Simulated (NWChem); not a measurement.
The numbers come from NWChem runs, not from measurements. System: C3H8N, charge 0, spin multiplicity 2, at a geometry optimised with UB3LYP/def2-SVP. The structure started from a generated list of species. Its SCF solution wasn't tested for a lower state. Level: UHF/def2-TZVP.

Input file:

```
start mol
memory heap 200 mb stack 900 mb global 1100 mb
geometry units angstroms nocenter noautoz noautosym
  C     -0.630628     1.309449     0.159861
  C     -0.032885    -0.046251     0.371392
  C      1.435215    -0.117578    -0.050555
  N     -0.787947    -1.102548    -0.348809
  H     -0.393712     1.876726    -0.747353
  H     -1.477044     1.651311     0.763484
  H     -0.099188    -0.306725     1.443041
  H      2.051504     0.583584     0.532956
  H      1.546940     0.147588    -1.116832
  H      1.823441    -1.138162     0.086411
  H     -0.799583    -0.882790    -1.348492
  H     -1.766940    -1.087415    -0.055739
end
basis spherical
  * library def2-tzvp
end
scf
  uhf
  nopen 1
  maxiter 100
  thresh 1e-7
  semidirect memsize 60000000 filesize 0
  # guess.movecs holds the orbitals of an unrestricted PBE0 run
  vectors input guess.movecs output mol.movecs
end
task scf energy
```

Output (cleaned and shortened):

```
             Northwest Computational Chemistry Package (NWChem) 7.3.0
             --------------------------------------------------------

                                NWChem Input Module
                                -------------------

 Scaling coordinates for geometry "geometry" by  1.889725989
 (inverse scale =  0.529177249)

                             Geometry "geometry" -> ""
                             -------------------------

 Output coordinates in angstroms (scale by  1.889725989 to convert to a.u.)

  No.       Tag          Charge          X              Y              Z
 ---- ---------------- ---------- -------------- -------------- --------------
    1 C                    6.0000    -0.63062800     1.30944900     0.15986100
    2 C                    6.0000    -0.03288500    -0.04625100     0.37139200
    3 C                    6.0000     1.43521500    -0.11757800    -0.05055500
    4 N                    7.0000    -0.78794700    -1.10254800    -0.34880900
    5 H                    1.0000    -0.39371200     1.87672600    -0.74735300
    6 H                    1.0000    -1.47704400     1.65131100     0.76348400
    7 H                    1.0000    -0.09918800    -0.30672500     1.44304100
    8 H                    1.0000     2.05150400     0.58358400     0.53295600
    9 H                    1.0000     1.54694000     0.14758800    -1.11683200
   10 H                    1.0000     1.82344100    -1.13816200     0.08641100
   11 H                    1.0000    -0.79958300    -0.88279000    -1.34849200
   12 H                    1.0000    -1.76694000    -1.08741500    -0.05573900

 Effective nuclear repulsion energy (a.u.)     126.7833264043

            Nuclear Dipole moment (a.u.)
            ----------------------------
        X                 Y               Z
 ---------------- ---------------- ----------------
     0.0000018897     0.0000018897     0.0000018897


 Summary of "ao basis" -> "" (spherical)
 ------------------------------------------------------------------------------
       Tag                 Description            Shells   Functions and Types
[...]
   12 H    1     0.79   0.26  0.42  0.07  0.04

  Mulliken analysis of the alpha density
  --------------------------------------

    Atom       Charge   Shell Charges
 -----------   ------   -------------------------------------------------------
    1 C    6     3.80   0.43  0.56  0.27  0.36  0.12  0.79  0.91  0.34  0.01  0.02  0.00
    2 C    6     2.84   0.43  0.56  0.23  0.31 -0.04  0.58  0.61  0.05  0.02  0.08  0.01
    3 C    6     3.17   0.43  0.56  0.24  0.34  0.05  0.63  0.70  0.19  0.01  0.03  0.00
    4 N    7     3.81   0.41  0.58  0.26  0.43  0.09  0.76  0.89  0.38  0.00  0.02  0.00
    5 H    1     0.40   0.12  0.22  0.04  0.01
    6 H    1     0.39   0.12  0.22  0.04  0.01
    7 H    1     0.47   0.14  0.26  0.06  0.01
    8 H    1     0.45   0.13  0.25  0.06  0.01
    9 H    1     0.46   0.13  0.25  0.06  0.01
   10 H    1     0.44   0.13  0.25  0.05  0.01
   11 H    1     0.39   0.13  0.21  0.04  0.02
   12 H    1     0.39   0.13  0.21  0.03  0.02

   Mulliken analysis of the beta density
   -------------------------------------

    Atom       Charge   Shell Charges
 -----------   ------   -------------------------------------------------------
    1 C    6     2.55   0.43  0.56  0.23  0.31  0.06  0.41  0.41  0.12  0.01  0.02  0.00
    2 C    6     2.98   0.43  0.56  0.24  0.34 -0.03  0.62  0.67  0.08  0.01  0.06  0.00
    3 C    6     3.16   0.43  0.56  0.24  0.33  0.05  0.62  0.69  0.20  0.01  0.03  0.00
    4 N    7     3.75   0.41  0.58  0.26  0.42  0.10  0.71  0.85  0.39  0.00  0.02  0.00
    5 H    1     0.48   0.14  0.27  0.07  0.01
    6 H    1     0.48   0.14  0.27  0.06  0.01
    7 H    1     0.46   0.13  0.26  0.06  0.01
    8 H    1     0.45   0.13  0.25  0.06  0.01
    9 H    1     0.46   0.13  0.25  0.06  0.01
   10 H    1     0.44   0.13  0.24  0.05  0.01
   11 H    1     0.40   0.13  0.21  0.04  0.02
   12 H    1     0.40   0.13  0.21  0.03  0.02

   Mulliken analysis of the spin density
   -------------------------------------

    Atom       Charge   Shell Charges
 -----------   ------   -------------------------------------------------------
    1 C    6     1.25   0.00 -0.00  0.04  0.05  0.06  0.37  0.50  0.23 -0.00  0.00 -0.00
    2 C    6    -0.15  -0.00  0.00 -0.01 -0.02 -0.01 -0.04 -0.06 -0.03  0.00  0.01  0.00
    3 C    6     0.01   0.00 -0.00  0.00  0.00 -0.00  0.01  0.01 -0.00 -0.00 -0.00 -0.00
    4 N    7     0.07   0.00 -0.00  0.00  0.01 -0.01  0.04  0.04 -0.01 -0.00 -0.00 -0.00
    5 H    1    -0.09  -0.02 -0.05 -0.03  0.01
    6 H    1    -0.09  -0.02 -0.05 -0.03  0.01
    7 H    1     0.01   0.00  0.01  0.00 -0.00
    8 H    1    -0.00  -0.00 -0.00 -0.00  0.00
    9 H    1    -0.00  -0.00 -0.00 -0.00  0.00
   10 H    1    -0.00   0.00  0.00 -0.00  0.00
   11 H    1    -0.00  -0.00 -0.00  0.00  0.00
   12 H    1    -0.00  -0.00 -0.00  0.00  0.00

       Multipole analysis of the density wrt the origin
       ------------------------------------------------

     L   x y z        total         alpha         beta         nuclear
     -   - - -        -----         -----         ----         -------
     0   0 0 0     -0.000000    -17.000000    -16.000000     33.000000

     1   1 0 0     -0.262116      0.414401     -0.676518      0.000002
     1   0 1 0      0.404961     -0.979799      1.384757      0.000002
     1   0 0 1     -0.098826     -0.231795      0.132967      0.000002

     2   2 0 0    -18.661493    -73.306919    -70.814134    125.459560
     2   1 1 0     -0.024011      2.816249      0.898211     -3.738471
     2   1 0 1     -0.087682     -1.172073     -0.821787      1.906178
     2   0 2 0    -23.333142    -67.107550    -59.270690    103.045099
     2   0 1 1     -0.412608     -9.220449     -7.601476     16.409318
     2   0 0 2    -18.720274    -25.009762    -23.822105     30.111593

 Task  times  cpu:       72.6s     wall:       72.6s

 Total times  cpu:       72.6s     wall:       72.6s
```
